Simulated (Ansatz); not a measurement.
LiF+, multiplicity 2 (lowest of 2S+1 = 2, 4 at CCSD(T)/def2-TZVPP on PBE0 minima; our sources give no spin for the ground state, which may be another), most abundant isotopes (7.0160 and 18.9984 u). Constants from fifth-degree fits in 1/R to seven points on the lowest solution found; no spin–orbit coupling, no relativity up to Kr; ω_e x_e and α_e move by some per cent with the fit.

Correlated levels freeze the inner cores; with def2 sets outer-core shells near the valence are correlated too.

Run with Ansatz (Gaussian basis) for Hartree–Fock, density functionals and correlated methods. Each number belongs to the level named beside it.

```csv
level,r_e (Å),ω_e (cm⁻¹),ω_e x_e (cm⁻¹),α_e (cm⁻¹)
PBE/def2-TZVPP,2.0601,294.0,12.1,0.0373
CCSD(T)/def2-QZVPP,2.0375,305.3,11.7,0.0358
```

Q: Derive the rotational constants, the centrifugal constant, the fundamental, the zero-point energy and the force constant.

A: 
μ = 5.12381 u.
- PBE/def2-TZVPP: B_e = 16.8576/(μ r_e²) = 0.77520 cm⁻¹; B₀ = B_e − α_e/2 = 0.75656 cm⁻¹; D = 4B_e³/ω_e² = 2.16e-05 cm⁻¹; fundamental ω_e − 2ω_e x_e = 270 cm⁻¹; zero-point energy ω_e/2 − ω_e x_e/4 = 144 cm⁻¹; k = μ(2πcω_e)² = 26.1 N/m
- CCSD(T)/def2-QZVPP: B_e = 16.8576/(μ r_e²) = 0.79254 cm⁻¹; B₀ = B_e − α_e/2 = 0.77463 cm⁻¹; D = 4B_e³/ω_e² = 2.14e-05 cm⁻¹; fundamental ω_e − 2ω_e x_e = 282 cm⁻¹; zero-point energy ω_e/2 − ω_e x_e/4 = 150 cm⁻¹; k = μ(2πcω_e)² = 28.1 N/m

Ansatz is a quantum-chemistry and plane-wave program.
